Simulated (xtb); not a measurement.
C7H7O, charge +2, doublet, at a GFN2-xTB geometry of the parent state (a state made from the parent by changing its charge; the spin is typed, not shown lowest); GFN0-xTB (xtb).

The xtb input:
```
$ xtb mol.xyz --gfn 0 --chrg 2 --uhf 1 --json

# file mol.xyz
15

C     -2.77305369    -0.08930861     0.15777734
O     -1.73653823     0.61850538    -0.47369518
C     -0.45150274     0.26462858    -0.21128690
C      0.56983971     0.95387277    -0.82654777
C      1.89273125     0.71169442    -0.66007478
C      2.26777463    -0.32046935     0.20500191
C      1.28276819    -1.04249024     0.84701157
C     -0.06077755    -0.76540013     0.65151389
H     -3.69720812     0.36304611    -0.19889193
H     -2.72260331     0.00669117     1.24778244
H     -2.76288540    -1.15013472    -0.11501725
H      2.64320398     1.29210740    -1.17494675
H      3.31299291    -0.54068682     0.36104075
H      1.55711830    -1.84343879     1.51879527
H     -0.80499138    -1.35079208     1.17042731
```

Task: Predict the main parts of the log of this xtb run.

Result: 
```
   ID    Z sym.   atoms
    1    6 C      1, 3-8
    2    8 O      2
    3    1 H      9-15

           -------------------------------------------------
          |                Calculation Setup                |
           -------------------------------------------------

           -------------------------------------------------
          |                 G F N 0 - x T B                 |
           -------------------------------------------------

          ...................................................
          :                      SETUP                      :
          :.................................................:
          :  # basis functions                  46          :
          :  # atomic orbitals                  46          :
          :  # shells                           30          :
          :  # electrons                        39          :
          :  electronic temp.          300.0000000     K    :
          :  accuracy                    1.0000000          :
          :  -> integral cutoff          0.2500000E+02      :
          :  -> integral neglect         0.1000000E-07      :
          ...................................................

         :::::::::::::::::::::::::::::::::::::::::::::::::::::
         ::                     SUMMARY                     ::
         :::::::::::::::::::::::::::::::::::::::::::::::::::::
         :: total energy             -18.159412146386 Eh    ::
         :: gradient norm              0.133766883370 Eh/a0 ::
         :: HOMO-LUMO gap              0.617544153331 eV    ::
         ::.................................................::
         :: H0 energy                -21.399487881504 Eh    ::
         :: repulsion energy           0.356732097384 Eh    ::
         :: electrostat energy         2.912637000045 Eh    ::
         :: -> Gsolv                   0.000000000000 Eh    ::
         ::    -> Gsasa                0.000000000000 Eh    ::
         ::    -> Gshift               0.000000000000 Eh    ::
         :: dispersion energy         -0.004229880457 Eh    ::
         :: short-range corr.         -0.025063481854 Eh    ::
         :: add. restraining           0.000000000000 Eh    ::
         :: total charge               2.000000000000 e     ::
         :::::::::::::::::::::::::::::::::::::::::::::::::::::

           -------------------------------------------------
          |                Property Printout                |
           -------------------------------------------------

    * Orbital Energies and Occupations

         #    Occupation            Energy/Eh            Energy/eV
      -------------------------------------------------------------
         1        2.0000           -0.6863024             -18.6752
       ...           ...                  ...                  ...
         8        2.0000           -0.5707181             -15.5300
         9        2.0000           -0.5471774             -14.8895
        10        2.0000           -0.5439773             -14.8024
        11        2.0000           -0.5407768             -14.7153
        12        2.0000           -0.5328038             -14.4983
        13        2.0000           -0.5092963             -13.8587
        14        2.0000           -0.5044770             -13.7275
        15        2.0000           -0.5038685             -13.7110
        16        2.0000           -0.4764370             -12.9645
        17        2.0000           -0.4586743             -12.4812
        18        2.0000           -0.4548230             -12.3764
        19        2.0000           -0.4379930             -11.9184
        20        1.0000           -0.3957918             -10.7700 (HOMO)
        21        0.0000           -0.3730975             -10.1525 (LUMO)
        22                         -0.2641599              -7.1882
        23                         -0.2537241              -6.9042
        24                         -0.1466855              -3.9915
        25                         -0.1305063              -3.5513
        26                         -0.1212494              -3.2994
        27                         -0.1178528              -3.2069
        28                         -0.1115352              -3.0350
        29                         -0.1089328              -2.9642
        30                         -0.0911463              -2.4802
        31                         -0.0897780              -2.4430
       ...                                ...                  ...
        46                          0.6480354              17.6339
      -------------------------------------------------------------
                  HL-Gap            0.0226943 Eh            0.6175 eV
             Fermi-level            0.0000000 Eh            0.0000 eV

     #   Z          covCN         q      C6AA      α(0)
     1   6 C        3.645    -0.198    27.654     7.640
     2   8 O        1.705    -0.124    16.049     5.420
     3   6 C        2.861     0.300    23.148     7.861
     4   6 C        2.020     0.148    27.933     8.526
     5   6 C        2.916     0.003    29.472     8.874
     6   6 C        2.928    -0.018    29.994     8.953
     7   6 C        2.918     0.022    29.010     8.804
     8   6 C        2.930    -0.122    32.768     9.358
     9   1 H        0.925     0.346     0.588     1.199
    10   1 H        0.924     0.265     0.821     1.417
    11   1 H        0.924     0.265     0.821     1.417
    12   1 H        0.926     0.304     0.696     1.305
    13   1 H        0.926     0.293     0.730     1.336
    14   1 H        0.926     0.281     0.768     1.371
    15   1 H        0.926     0.236     0.933     1.510

 Mol. C6AA /au·bohr⁶  :       2248.224995
 Mol. C8AA /au·bohr⁸  :      57545.160744
 Mol. α(0) /au        :         74.991384

Wiberg/Mayer (AO) data.
largest (>0.10) Wiberg bond orders for each atom

 ---------------------------------------------------------------------------
     #   Z sym  total        # sym  WBO       # sym  WBO       # sym  WBO
 ---------------------------------------------------------------------------
     1   6 C    3.944 --     2 O    1.009     9 H    0.978    11 H    0.960
                            10 H    0.960
     2   8 O    2.694 --     3 C    1.317     1 C    1.009     4 C    0.112
     3   6 C    3.924 --     4 C    1.318     2 O    1.317     8 C    1.165
     4   6 C    3.460 --     5 C    1.610     3 C    1.318     8 C    0.116
                             2 O    0.112     6 C    0.110
     5   6 C    3.978 --     4 C    1.610     6 C    1.263    12 H    0.954
     6   6 C    3.938 --     7 C    1.400     5 C    1.263    13 H    0.964
                             4 C    0.110
     7   6 C    3.988 --     8 C    1.500     6 C    1.400    14 H    0.959
     8   6 C    3.953 --     7 C    1.500     3 C    1.165    15 H    0.954
                             4 C    0.116
     9   1 H    1.004 --     1 C    0.978
    10   1 H    0.986 --     1 C    0.960
    11   1 H    0.986 --     1 C    0.960
    12   1 H    0.986 --     5 C    0.954
    13   1 H    0.984 --     6 C    0.964
    14   1 H    0.984 --     7 C    0.959
    15   1 H    0.976 --     8 C    0.954
 ---------------------------------------------------------------------------

Topologies differ in total number of bonds
Writing topology from bond orders to xtbtopo.mol

 dipole moment from electron density (au)
     X       Y       Z
  -0.7331   1.3827  -1.1520  total (Debye):    4.939

           -------------------------------------------------
          | TOTAL ENERGY              -18.159412146386 Eh   |
          | GRADIENT NORM               0.133766883370 Eh/α |
          | HOMO-LUMO GAP               0.617544153331 eV   |
           -------------------------------------------------

normal termination of xtb
```
